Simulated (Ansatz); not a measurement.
Reactions of `[AsH2]CB1CC1`.

Isolated molecules relaxed with PBE0-D4/def2-TZVP in Ansatz; ΔE leaves out vibrations. CCSD(T)/CBS is the MP2 limit (def2-TZVPP, def2-QZVPP) plus CCSD(T) − MP2 in def2-TZVPP, frozen cores. This one scheme is used for every species, atoms too. Functionals use def2-TZVPP. B3LYP here is the variant with VWN-RPA as its local correlation; programs differ in this. No spin–orbit coupling; open shells (•) take unrestricted orbitals. Spin–orbit coupling would lower the free atoms: a little for B, C. For As, Ge, Se outer-core shells are correlated without core-valence functions, so the limit isn't a true one: a few kJ/mol of doubt a bond, and 10 to 20 or more in all where bonds break to atoms. Scalar relativity is left out up to krypton. Each species was taken in one conformer, which may not be the lowest.

```csv
reaction,CCSD(T)/CBS(def2) (kJ/mol)
`[AsH2]CB1CC1` + H₂O → `O[AsH2]` + `CB1CC1`,31
`[AsH2]CB1CC1` + `S[S][GeH3]` → `[GeH3][S]S[AsH2]` + `CB1CC1`,-33
`[AsH2]CB1CC1` + CH₄ → `CCB1CC1` + `[AsH3]`,51
`[AsH2]CB1CC1` + `N[SiH3]` → `[SiH3]N[AsH2]` + `CB1CC1`,21
`[AsH2]CB1CC1` + `O[SiH3]` → `O[SiH2][AsH2]` + `CB1CC1`,?
`[AsH2]CB1CC1` → As• + B• + 3 C• + 8 H•,4750
`[AsH2]CB1CC1` + H₂ → `CB1CC1` + `[AsH3]`,?
`[AsH2]CB1CC1` + `C[SeH]` → `C[Se][AsH2]` + `CB1CC1`,-45
```

Task: Fill in the missing values. (Best estimate.)

Result: Ansatz gave: `[AsH2]CB1CC1` + `O[SiH3]` → `O[SiH2][AsH2]` + `CB1CC1`: -38.7 kJ/mol; `[AsH2]CB1CC1` + H₂ → `CB1CC1` + `[AsH3]`: -28.8 kJ/mol.

Largest T1 diagnostic: 0.014, for B•.
